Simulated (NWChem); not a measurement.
Species: CoF₂, quartet; SMILES [F][Co][F]

Computed with NWChem. Spin-unrestricted. The spin multiplicity was typed, not searched, and may not be the lowest. No stability test was run on the SCF state. Each level has its own optimisation; frequencies are unscaled.

For level PBE0/def2-SVP:

| Quantity | Value |
|---|---|
| highest harmonic frequency (cm⁻¹) | 793 |
| lowest (cm⁻¹) | 157 |

### Question
Estimate the same quantities for level UHF/3-21G.

### Answer
| Quantity | Value |
|---|---|
| highest harmonic frequency (cm⁻¹) | 817 |
| lowest (cm⁻¹) | 146 |
